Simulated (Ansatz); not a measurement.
Input file for Ansatz (a program for electronic structure): U-RI-MP2/cc-pV(Q+d)Z on H6N3Si (SMILES N[Si](N)N). The basis file is the Basis Set Exchange's JSON of that set.

Ansatz 0.2 input:
```yaml
crystal:
  periodic: [false, false, false]
  atoms:
    - {symbol: N, position_ang: [-1.08607485, 1.12321921, -0.40985810]}
    - {symbol: Si, position_ang: [-0.38371563, -0.40887954, -0.01105786]}
    - {symbol: N, position_ang: [0.89040651, -0.71195291, -1.14438554]}
    - {symbol: N, position_ang: [0.33451360, -0.26334000, 1.55821865]}
    - {symbol: H, position_ang: [-0.80537068, 1.56262690, -1.27438436]}
    - {symbol: H, position_ang: [-2.05018438, 1.32057574, -0.19175935]}
    - {symbol: H, position_ang: [0.71328118, -1.22454538, -1.99403080]}
    - {symbol: H, position_ang: [1.81187303, -0.90658506, -0.78065934]}
    - {symbol: H, position_ang: [0.42566465, -1.06694274, 2.15982707]}
    - {symbol: H, position_ang: [0.14970656, 0.57592379, 2.08808963]}
basis:
  gaussian:
    orbitals: cc-pV_Q+d_Z.json
    fitting: {mean_field: def2-universal-JKFIT, correlation: cc-pVQZ-RIFIT.json}
magnetization: {spin_polarized: true, initial_magnetization: 1}
correlation: {method: mp2, electrons: outside_noble_gas}
scf: {omitted_lower_state_checks: [cluster_reference]}
```

The log:

```
WARN ansatz: RAYON_NUM_THREADS=4 ignored (pool sized by the plan → 4); use --threads N
Functional definition: HF
these checks for a lower state are left out or cut short: cluster_reference
integrals: 0.69 GiB planned
467 factors; integrals over basis functions are off by at most 2.6e0 eV
mean field: 1.58 GiB planned
mean field evaluation 1: about -12400.2274 eV, gradient 3.9e1 eV
mean field evaluation 2: about -12404.6901 eV, gradient 2.2e1 eV
mean field evaluation 4: about -12406.6323 eV, gradient 6.6e-1 eV
mean field -12406.64349051 eV, -455.9357387513 hartree, gradient 1.3e-6 eV, S^2 0.755694; 0 other end points of the search recorded, 0 dependent functions left out
8 core orbitals not correlated
884 factors; their error is unknown
reference -12406.64349051 eV, -455.9357387513 hartree; 13, 12 occupied and 388, 389 virtual orbitals, 884 factors
second order -21.85133275 eV of doubles, -0.00000000 eV of singles
Total energy: -12428.49482326 eV, -456.7387604184 hartree
Checks for a lower state left out: cluster_reference
```

Self-consistency was reached.

Cost: around 11 core-seconds (rough).
